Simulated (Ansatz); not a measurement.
Reaction: CH4BCl (SMILES CBCl) → CH3BCl (SMILES B([CH2])Cl, doublet) + H (doublet) (the C-H bond breaks)
Each species at its own B3LYP-D3(BJ)/def2-TZVP minimum (Ansatz, a first-principles code).

Total energies in hartree (Ansatz). UHF or UKS for unpaired electrons; spin-orbit terms are left out. Correlated methods leave the cores frozen. No relativity. Where a partner has so few electrons that a lower coupled-cluster level is exact, that level stands in.

| species | HF/cc-pV(T+d)Z | CCSD(T)/cc-pV(T+d)Z | HF/cc-pV(Q+d)Z | CCSD(T)/cc-pV(Q+d)Z | CCSD(T)/cc-pV(D+d)Z | CCSDT(Q)/cc-pV(D+d)Z |
|---|---|---|---|---|---|---|
| 1: CH4BCl (SMILES CBCl) | -524.46657 | -524.99604 | -524.47425 | -525.03833 | -524.85350 | -524.85508 |
| 2: CH3BCl (SMILES [CH2]BCl, doublet) | -523.84612 | -524.33534 | -523.85373 | -524.37626 | -524.19889 | -524.20058 |
| 3: H (doublet) | -0.49981 | -0.49981 | -0.49995 | -0.49995 | -0.49928 | -0.49928 |

Problem. Work out the bond dissociation energy (electronic) in kJ/mol: take Hartree-Fock from cc-pV(Q+d)Z, extrapolate the CCSD(T) correlation energy as X^-3 (X = 3, 4), and add CCSDT(Q) - CCSD(T) in cc-pV(D+d)Z. 1 hartree = 2625.5 kJ/mol.

Solution. 
Species 1: correlation (64·(-0.56408) - 27·(-0.52947))/37 = -0.58934; step -0.00158; E1 = -524.47425 + (-0.58934) + (-0.00158) = -525.06517
Species 2: correlation (64·(-0.52253) - 27·(-0.48922))/37 = -0.54684; step -0.00169; E2 = -523.85373 + (-0.54684) + (-0.00169) = -524.40226
Species 3: correlation (64·(0.00000) - 27·(0.00000))/37 = 0.00000; step +0.00000; E3 = -0.49995 + (0.00000) + (+0.00000) = -0.49995
-1·E1 +1·E2 +1·E3 = 0.16296 hartree = 427.9 kJ/mol.
